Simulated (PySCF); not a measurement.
**CoCl₂, quartet: structure and spectrum**

Computed with PySCF, UPBE0, basis Co def2-TZVP, Cl def2-TZVP (no relativity, density fitting).

The structure is a minimum.

Z-matrix (Å, degrees; charge 0 multiplicity 4):
```
Co
Cl 1 2.0894
Cl 1 2.0894 2 180.00
```

| Property | Result |
| --- | --- |
| Point group | D∞h |
| Bond lengths | Co–Cl 2.089 Å (×2) |
| Bond angles | Cl–Co–Cl 180.0° |
| Atomisation energy without zero-point energy | 774 kJ/mol |
| Heat capacity Cp at 298.15 K | 57.3 J/(mol K) |
| Spin squared ⟨S²⟩ | 3.761 |
| Rotational symmetry number | 2 |
| Principal quadrupole moments (Buckingham, traceless) about the centre of mass | -8.41, 4.20, 4.20 D Å |
| Principal polarisabilities | 32.1, 32.1, 79.9 bohr³ |
| Lowest empty level (β) | -3.97 eV |
| Rotational constants | 0.05521 cm⁻¹ |
| Enthalpy at 298.15 K above 0 K | 14.29 kJ/mol |
| Dipole moment | 0.00 D |
| Entropy at 298.15 K and 1 bar (electronic part: spin only) | 292.8 J/(mol K) |
| Zero-point energy | 6.1 kJ/mol |
| Highest occupied level (β) | -8.93 eV |

Harmonic modes (masses in u: Co 58.933, Cl 34.969):
```tsv
symmetry	ω (cm⁻¹)	IR (km/mol, summed over degenerate members)	type
πu	76	24.1	bend
σg+	353	0.0	stretch
σu+	509	139	stretch
```

In D∞h the vibrations span πu + σg+ + σu+. The σg+ mode carries no infrared intensity, as symmetry demands. With a centre of inversion only u modes can be infrared active and only g modes Raman active.

Charges (e):
```tsv
atom	Mulliken	Löwdin	polar tensor	spin (Mulliken)	Mayer order to Co1
Co1	0.70	-0.05	1.13	2.72	–
Cl2,3	-0.35	0.03	-0.56	0.14	1.12
```

Mulliken populations on Co1: s 6.65, p 12.35, d 7.29, f 0.00.

Formally Co is in oxidation state +2, d7, with 3 unpaired electrons (the high-spin count). The Mulliken spin on Co is 2.72. The polar-tensor charge on Co, 1.13, is far below the formal one.

Only a few start shapes were tried, so a lower isomer may exist. Other spin states or occupations of the open shell can lie lower.

The final relaxation and frequency run took 35 s on 4 threads of a shared Intel Xeon @ 2.70GHz host, with 119 basis functions and 7 gradients; the process peaked at 1.1 GiB. Launch command: `OMP_NUM_THREADS=4 python axn.py task.json out`.
